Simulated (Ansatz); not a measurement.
# Strength of the C–C bond: C4H5NO2 → C2H3O2 + C2H2N

Species: C4H5NO2 (methyl cyanoacetate) `COC(=O)CC#N`, singlet; C2H3O2 `CO[C]=O`, doublet; C2H2N `[CH2]C#N`, doublet. 

Shapes, held fixed at every level: PBE0-D4/def2-TZVP. Flexible molecules stand in one conformer, not always the lowest. Programs: Ansatz 0.2.0. Electronic energies: no zero-point or thermal term.

```tsv
level	kind	ΔE (kJ/mol)
HF/def2-SVP	Hartree–Fock	+259.6
SPW92/def2-TZVPP	LDA	+411.4
PBE-D4/def2-TZVPP	GGA	+344.5
r2SCAN-D4/def2-TZVPP	meta-GGA	+328.1
BHLYP-D4/def2-TZVPP	global hybrid	+339.2
r2SCAN0-D4/def2-TZVPP	global hybrid	+333.1
wB97X-V/def2-TZVPP	range-separated hybrid	+364.7
B2PLYP/def2-TZVPP	double hybrid	+345.4
```

B2PLYP/def2-TZVPP gives ΔE = +345.4 kJ/mol; the levels span +259.6 to +411.4. The median of the levels is +341.8. Hartree–Fock misses the correlation of the pair that is broken and comes out low. No measured value is set beside it here. Spin contamination: C2H2N (⟨S²⟩ up to 0.93). Open shells run unrestricted unless RO is named.
